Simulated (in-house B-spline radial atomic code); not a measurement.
# BP86 excitations of the gold ion Au⁺

Method: BP86. Computed with a B-spline radial code for spherical atoms: linear response of the closed shell [Xe] 4f14 5d10 with the functional's adiabatic kernel; scalar-relativistic (spin-free one-electron X2C), finite nucleus, no spin-orbit coupling, no double excitations, S, P, D and F terms only; shells from n = 3 respond. Only terms of natural parity with L up to 3 were computed.

Spin-orbit coupling is strong here, so these LS terms don't match observed levels.

Command:
```bash
python run_td.py task.json out
```
Settings (radii: box in bohr, nucleus in fm):
```
Z                        79
electrons                78
configuration            [Xe] 4f14 5d10
hamiltonian              x2c
method                   b88,p86
box_radius               41.61
rms_radius               5.4371
intervals                74
```

Run time, properties included: 12 s on 1 thread of Arm Neoverse N1, on a shared host.

The lowest states, in the order of their Tamm-Dancoff energies; the method's threshold (minus the highest occupied level) is 15.439 eV. Labels give the largest channel, * marks a mixed state, and oscillator strengths are full-response dipole values. Semilocal kernels can invert the small singlet-triplet splittings of Rydberg terms. Energies in eV:

| state | full response | Tamm-Dancoff | oscillator strength |
| --- | --- | --- | --- |
| 5d → 6s 3D | 1.545 | 1.645 | - |
| 5d → 6s 1D | 2.526 | 2.606 | - |
| 5d → 6p 3P | 8.181 | 8.226 | - |
| 5d → 6p 3F | ? | ? | - |
| 5d → 6p 1F | 8.588 | 8.596 | - |
| 5d → 6p 1P | 9.358 | 9.475 | 0.707 |
| 5d → 7s 3D | 12.094 | 12.096 | - |
| 5d → 7s 1D | 12.152 | 12.157 | - |
| 5d → 6d 3S | 13.243 | 13.249 | - |
| 5d → 7p 3P | 13.246 | 13.250 | - |
| 5d → 7p 3F | 13.251 | 13.254 | - |
| 5d → 7p 1F | ? | ? | - |
| 5d → 6d 3D | 13.315 | 13.317 | - |
| 5d → 6d 1D | 13.344 | 13.349 | - |
| 5d → 7p 1P | 13.390 | 13.405 | 0.0451 |
| 5d → 6d 1S | 13.622 | 13.655 | - |

**Question.** Where does 5d → 6p 3F lie?

**Answer.** At 8.287 eV in full response, 8.319 eV in Tamm-Dancoff.

**Question.** Where does 5d → 7p 1F lie?

**Answer.** At 13.290 eV in full response, 13.291 eV in Tamm-Dancoff.

**Question.** How large is the singlet-triplet splitting of 5d → 6s (D terms) in Tamm-Dancoff?

**Answer.** 0.961 eV, from the unrounded values.

**Question.** What polarisabilities and dispersion coefficient does the method give?

**Answer.** Dipole 14.49 bohr³, quadrupole 145.9 bohr⁵, C6 109 hartree·bohr⁶ for two such species.
